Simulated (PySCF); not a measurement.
Cl₃H₂NTi, multiplicity 1.

```xyz
7

Ti     0.1935     0.0284     0.0000
Cl    -0.4999     0.9892    -1.8400
Cl    -0.4999     0.9892     1.8400
Cl    -0.3895    -2.0926     0.0000
N      2.0239     0.1442     0.0000
H      2.5968     0.1530    -0.8440
H      2.5968     0.1530     0.8440
```

Geometry optimised at B3LYP-D3(BJ)/def2-SVP. The spin state was assumed, not searched. The isomer is the one that the SMILES or the coordinates give; other isomers of the formula were not compared. One conformer was computed; it need not be the lowest.

The numbers are results of PBE0/pcSseg-1 in PySCF, not measurements. Non-relativistic, no solvent.

Computed absolute GIAO shielding of each atom: isotropic value and principal components (ppm):
```csv
atom,σ(iso),σ11,σ22,σ33,span
Ti1,-903.1,-1044.8,-851.8,-812.7,232.1
Cl2,113.7,-354.8,-274.8,970.6,1325.5
Cl3,113.7,-354.8,-274.8,970.6,1325.5
Cl4,202.9,-437.2,129.6,916.3,1353.5
N5,-36.0,-452.9,120.6,224.4,677.3
H6,21.6,10.7,26.7,27.5,16.7
H7,21.6,10.7,26.7,27.5,16.7
```
